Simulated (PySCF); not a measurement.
# What a mistake does to a calculation on AlBFH4Si

These are calculations, not measurements. The program is PySCF 2.14.0, an open-source quantum chemistry code, run on an isolated molecule that a program drew, which may never have been made. The molecule is AlBFH4Si (charge 0, doublet), drawn as the SMILES string `F[SiH][BH][AlH2]`.

Each row is a Hartree-Fock (HF) and frozen-core CCSD(T) single point in the cc-pV(D+d)Z basis, meant for a local HF minimum. Run 1 is clean. Each other run has one planted mistake out of seven kinds, and not every kind appears here: one electron removed, one electron added, multiplicity raised by two, geometry at a saddle point, minimal basis STO-3G, one bond length entered in bohr, all coordinates scaled. The reference is restricted for singlets and unrestricted otherwise, and also for a bond in bohr. Adding or removing an electron swaps singlet and doublet. Electrons count all cores. HOMO and LUMO are orbital energies over both spins, the gradient is its largest component, and the lowest frequency (negative if imaginary) is given only where the gradient is small. Bond lengths are over the 7 bonds as drawn. T1 is the CCSD diagnostic: over 0.02 (restricted) or 0.045 (unrestricted) a single reference is doubtful.

Geometry of the clean run:
```xyz
8
AlBFH4Si, angstrom
F    -0.3482    2.7203   -1.7963
Si   -0.0251    1.1952   -1.3927
B    -1.2634   -0.0999   -0.7567
Al   -0.5130   -2.0553   -0.3051
H     1.4183    1.0350   -1.6224
H    -2.4108    0.2278   -0.6347
H    -1.4468   -3.2173    0.2343
H     1.0274   -2.3976   -0.5029
```

```
run,electrons,basis functions,<S^2>,HOMO (eV),LUMO (eV),gradient (hartree/bohr),lowest frequency (cm^-1),mean bond (Å),longest bond (Å),T1,HF (hartree),CCSD(T) (hartree),mistake
1,45,94,0.760,-8.61,-0.23,3.0e-05,48,1.6428,2.143,0.0169,-657.28544,-657.76264,no fault
2,44,94,0.000,-15.57,-7.06,6.9e-02,-,1.6428,2.143,0.0162,-656.99866,-657.45875,one electron removed
3,45,94,3.774,-5.82,-1.44,5.3e-02,-,1.6428,2.143,0.0227,-657.16839,-657.63179,multiplicity raised by two
4,45,32,0.756,-4.84,5.22,4.5e-02,-,1.6428,2.143,0.0237,-649.26044,-649.42537,minimal basis STO-3G
5,45,94,0.763,-8.47,-0.28,4.5e-02,-,1.7348,2.263,0.0200,-657.26693,-657.74882,all coordinates scaled
6,46,94,0.000,-1.65,5.46,4.7e-02,-,1.6428,2.143,0.0167,-657.31560,-657.83334,?
```

**Which mistake was planted in run 6, and what did it cost?**

It counts 46 electrons, one more than the clean run, at the same geometry and basis. So the mistake is: one electron added. Subtracting run 1 and multiplying by 627.51 kcal/mol a hartree, the energy moved by -18.9 kcal/mol in HF and -44.4 kcal/mol in CCSD(T).

